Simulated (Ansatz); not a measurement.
`[SiH3][SiH2][SiH2][GeH3]` + `[NH2][GeH3]` → `[SiH3][SiH2][NH][GeH3]` + `[SiH3][GeH3]` at 600 K and 1 bar (cleavage of the Si–Si bond).

Calculated with Ansatz (gas phase, PBE0-D4/def2-TZVP geometries, no zero-point term in ΔE). CBS: MP2 limit from def2 TZ/QZ plus the TZ coupled-cluster correction, frozen cores. For Ge outer-core shells are correlated without core-valence functions, which leaves a few kJ/mol of doubt a bond. Scalar relativity is left out up to krypton. One conformer a species, not always the lowest.

```json
{"species": "`[SiH3][SiH2][SiH2][GeH3]`", "CCSD(T)/CBS energy (Eh)": "-2949.34842", "H − E (kJ/mol)": "304.8", "S (J/(mol·K))": "564.9"}
{"species": "`[NH2][GeH3]`", "CCSD(T)/CBS energy (Eh)": "-2133.81884", "H − E (kJ/mol)": "167.5", "S (J/(mol·K))": "333.3"}
{"species": "`[SiH3][SiH2][NH][GeH3]`", "CCSD(T)/CBS energy (Eh)": "-2714.39913", "H − E (kJ/mol)": "292.6", "S (J/(mol·K))": "524.3"}
{"species": "`[SiH3][GeH3]`", "CCSD(T)/CBS energy (Eh)": "-2368.78170", "H − E (kJ/mol)": "172.3", "S (J/(mol·K))": "364.0"}
```

H − E and S are ideal-gas, rigid-rotor, harmonic terms from PBE0-D4/def2-TZVP, for one conformer and one mirror image of each species. 1 Eh = 2625.50 kJ/mol, R = 8.31446 J/(mol·K).

**Question.** By hand: ΔE, ΔH, ΔS and ΔG.

**Answer.** ΔE = (-2714.39913) + (-2368.78170) − (-2949.34842) − (-2133.81884) = -0.01357 Eh = -35.6 kJ/mol. Δ(H − E) = 292.6 + 172.3 − 304.8 − 167.5 = -7.4, so ΔH = -43.0 kJ/mol. ΔS = 524.3 + 364.0 − 564.9 − 333.3 = -9.9 J/(mol·K). ΔG = -43.0 − 600 × (-9.9)/1000 = -37.1 kJ/mol.

**Question.** By hand: the equilibrium constant, and the temperature at which ΔG would vanish if ΔH and ΔS stayed fixed.

**Answer.** log₁₀ K = −ΔG/(RT ln 10) = 3.2. ΔG = 0 at ΔH/ΔS = 4343 K, far beyond where these terms or the molecules hold.

The number of gas molecules stays the same, so ΔS is small and ΔH decides. A doubt of 5 kJ/mol in ΔE shifts log₁₀ K by 0.4 here. Other conformers and mirror images would add mixing entropy, several J/(mol·K) or more a flexible species. Modes under 60 cm⁻¹, often nearly free rotors, make the harmonic entropy too high. These are equilibria of isolated gas molecules and say nothing of rates. Largest T1 diagnostic: 0.013 (customary marks: 0.02 for closed shells, 0.045 for open ones).
